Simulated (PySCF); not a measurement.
CH₆AlOSi, SMILES [CH3][Al+][O][SiH3], charge +1. Atoms are numbered in the order given.

```xyz
10

Al     0.0000     0.0000     1.1256
C      0.0000     0.0000     3.0295
H      1.0374     0.0038     3.4005
H     -0.5154    -0.9003     3.4005
H     -0.5220     0.8965     3.4005
O      0.0000     0.0000    -0.5028
Si     0.0000     0.0000    -2.2208
H      0.3917    -1.3705    -2.6324
H      0.9910     1.0245    -2.6324
H     -1.3827     0.3460    -2.6324
```
Charge +1, spin multiplicity 1.

Geometry: PBE0-D3(BJ)/def2-SVP. The spin state was assumed, not searched. The isomer is the one that the SMILES or the coordinates give; other isomers of the formula were not compared. One conformer was computed; it need not be the lowest.

Calculation: PBE/def2-TZVP in PySCF.

The molecule is in vacuum.

**Question.** Estimate the frontier levels, gap, dipole moment and polarisability. (The exact figures need the calculation; the answer reports its results.)

**Answer.** 
- highest occupied level = -11.92 eV
- lowest empty level = -7.92 eV
- orbital gap = 4.01 eV
- dipole moment about the centre of nuclear charge = 5.09 D
- mean static polarisability = 63.2 bohr³ (9.36 Å³)
- polarisability, principal values = 51.9, 51.9, 85.7 bohr³
